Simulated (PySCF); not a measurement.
Electron correlation in Hg(3+) (mercury, charge +3)

Starting occupation: [Xe] 4f14 5d9, 5d3/2 with m_j = -3/2, -1/2, +1/2, +3/2, 5d5/2 with m_j = -3/2, -1/2, +1/2, +3/2, +5/2. Calculation: PySCF 2.14, in x2c-TZVPPall-2c; X2C-1e with screened-nucleus spin-orbit coupling, Gaussian nucleus. Frozen: [Kr] 4d10 4f14; 17 electrons correlated; the 34 highest virtual spinors left out.

MP2 pair energies summed by pair of shells (mhartree):

| pair | energy | share (%) |
| --- | --- | --- |
| 5d3/2-5d5/2 | -125.31 | 26.4 |
| 5d5/2-5d5/2 | -71.99 | 15.1 |
| 5d5/2-5p3/2 | -61.46 | 12.9 |
| 5d3/2-5p3/2 | -46.63 | 9.8 |
| 5d3/2-5d3/2 | -45.39 | 9.6 |
| 5d5/2-5p1/2 | -21.05 | 4.4 |
| 5p3/2-5p3/2 | -18.37 | 3.9 |
| 5d3/2-5p1/2 | -17.94 | 3.8 |
| 5p1/2-5p3/2 | -15.67 | 3.3 |
| 5d5/2-5s1/2 | -14.00 | 2.9 |
| 5p3/2-5s1/2 | -13.32 | 2.8 |
| 5d3/2-5s1/2 | -11.06 | 2.3 |
| 5p1/2-5s1/2 | -6.08 | 1.3 |
| 5p1/2-5p1/2 | -4.01 | 0.8 |
| 5s1/2-5s1/2 | -3.03 | 0.6 |

Total MP2 correlation energy: -475.32 mhartree.

This basis was not built for core-valence correlation, so the inner-shell part is incomplete.
